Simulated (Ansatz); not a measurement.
A structure relaxed at PBE0-D4/def2-TZVP, charge 0, multiplicity 1:

Cartesian coordinates in Å:
```
C -1.731 -0.223 0.703
C -0.812 0.889 0.259
O 0.418 0.377 -0.193
Zr 2.008 -0.411 -0.767
Cl 2.353 0.183 -3.008
Cl 1.778 -2.733 -0.553
Cl 3.750 0.378 0.588
H -1.286 -0.790 1.523
H -2.679 0.195 1.047
H -1.936 -0.909 -0.121
H -0.606 1.581 1.082
H -1.258 1.464 -0.559
```

Q: Give its formula and SMILES.

A: C2H5Cl3OZr, `CC[O][Zr]([Cl])([Cl])[Cl]`.

Q: Point group (tolerance 0.08 Å, 0.16 Å for H)?

A: Cs.

Q: Summarise the bond lengths by kind.

A: 1 × C–C 1.510 Å; 5 × C–H 1.092 to 1.095 Å; 1 × C–O 1.406 Å; 1 × O–Zr 1.865 Å; 3 × Cl–Zr 2.343 Å.

Program: Ansatz 0.2.0.
